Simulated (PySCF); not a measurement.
Hexafluorobutadiene, C4F6, SMILES C(F)(C(=C(F)F)F)=C(F)F at its CAM-B3LYP/def2-SVP optimised geometry (Å):

```
10

F      1.6062    -1.9908    -0.0144
C      0.3103    -1.8352    -0.0061
F     -0.3294    -2.9747    -0.0041
C     -0.3182    -0.6559     0.0003
F     -1.6518    -0.6562     0.0080
C      0.3182     0.6559     0.0000
F      1.6518     0.6559     0.0000
C     -0.3101     1.8353     0.0000
F     -1.6061     1.9912    -0.0008
F      0.3297     2.9747     0.0005
```

Level of theory: PySCF with CAM-B3LYP/def2-TZVP.

Map of the HOMO−1 amplitude (bohr^(-3/2)) on the plane z = 1.2 Å; orbital energy -10.60 eV, overall sign arbitrary:

```
|22222222222222222222222222222|
|22222222222222222222222222222|
|22222222222222222222222222222|
|22222222222222222222222222222|
|22222222222222111222222222222|
|22222222222222111222222222222|
|22222222222222211222222222222|
|22222222111233322222222222222|
|22222222111245543322222222222|
|22222222112356764322222222222|
|22222222222467875321122222222|
|22222222223468986310012222222|
|22222222223468996310012222222|
|22222222223468997410012222222|
|22222221112469996421112222222|
|22222221001369986432222222222|
|22222221001369986432222222222|
|22222221001368986432222222222|
|22222221112357876422222222222|
|22222222222346765321122222222|
|22222222222334554311122222222|
|22222222222222333211122222222|
|22222222222211222222222222222|
|22222222222211122222222222222|
|22222222222211122222222222222|
|22222222222222222222222222222|
|22222222222222222222222222222|
|22222222222222222222222222222|
|22222222222222222222222222222|
```
Scale: ten equal steps from -0.023 (start of '0') to 0.058 (end of '9'), in the order '0123456789'; x runs from -5.00 to 5.00, y from -5.00 (bottom) to 5.00 (top).
